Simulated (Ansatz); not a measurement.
This Ansatz (a first-principles code) input (PBE/6-311++G(3df,3pd)) gives -75.00453 Eh with 39 basis functions. A basis named .json is the Basis Set Exchange file of that set (core-valence sets with the plain set on hydrogen).

Ansatz 0.2 input:
```yaml
crystal:
  periodic: [false, false, false]
  atoms:
    - {symbol: O, position_ang: [0.00000000, 0.00000000, 0.00000000]}
basis:
  gaussian:
    orbitals: 6-311++G_3df_3pd_.json
hamiltonian:
  xc: {name: PBE}
magnetization: {spin_polarized: true, initial_magnetization: 2}
scf: {lower_state_search: full}
```

Change:
```diff
- orbitals: 6-311++G_3df_3pd_.json
+ orbitals: 6-31G*
```

Q: What does the run give now?

A: -74.97380 Eh (PBE/6-31G*, 15 functions), a change of +30.73 mEh.
